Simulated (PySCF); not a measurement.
**Rb²⁴⁺: fine-structure interval**

Rb²⁴⁺ [Ne] 3s2 3p1 [3p1/2^1, M_J = 1/2] → Rb²⁴⁺ [Ne] 3s2 3p1 [3p3/2^1, M_J = 3/2], as a difference of total energies. Calculation: PySCF 2.14, in an even-tempered Gaussian basis (19 s from 3.2 bohr⁻², ratio 2.4; 13 p from 4.2 bohr⁻², ratio 2.4; 5 d from 15 bohr⁻², ratio 2.6; 4 f from 23 bohr⁻², ratio 2.6); the two-component X2C-1e Hamiltonian. Correlated levels: 1s2 frozen; the 50 highest virtual spinors dropped. "Screened" scales the spin-orbit matrix elements by Boettger's factors to mimic the two-electron term; Breit and QED terms are absent.

```tsv
method	fine-structure interval (cm⁻¹)
GHF (screened spin-orbit)	116710
GMP2 (screened spin-orbit)	115110
GHF (bare spin-orbit)	123460
```
